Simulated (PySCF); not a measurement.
## From computed data to an observable: chemical shift, span and skew from a shielding tensor

C5H7F, SMILES C[C@@H]1C=C[C@@H]1F. Atoms are numbered in the order given.

```xyz
13

C      1.7940    -0.2046    -0.3111
C      0.4828     0.5224    -0.5777
C     -0.0628     1.4153     0.5290
C     -1.1216     0.6341     0.8026
C     -0.8145    -0.3274    -0.3200
F     -0.5957    -1.6448     0.0324
H      1.9816    -0.9675    -1.0832
H      1.7701    -0.7105     0.6654
H      2.6406     0.5006    -0.3160
H      0.5054     0.9967    -1.5762
H      0.2798     2.3767     0.9233
H     -1.9478     0.6926     1.5153
H     -1.5352    -0.3241    -1.1569
```

Coordinates come from a B3LYP-D3(BJ)/def2-SVP optimisation. The structure was generated by enumeration; whether it is a known compound was not checked.

GIAO shieldings from PBE/pcSseg-1 in PySCF, non-relativistic, no solvent. The symmetric part of the tensor of F6 has the principal values 336.9, 366.8, 390.7 ppm. The same nucleus in CFCl3 has σ = 133.6 ppm at this level (PySCF, at its B3LYP-D3(BJ)/def2-TZVP geometry).

### Question
Work out the isotropic shielding, the ¹⁹F shift against CFCl3, the span and the skew.

### Answer

σ(iso) = (σ11 + σ22 + σ33)/3 = 364.8 ppm. δ = σ(ref) − σ(iso) = 133.6 − (364.8) = -231.2 ppm.
Span Ω = σ33 − σ11 = 53.8 ppm. Skew κ = 3(σ(iso) − σ22)/Ω = -0.11. Tumbling in solution averages the tensor to δ; in a static solid the shielding alone would spread this spin-1/2 line over Ω.
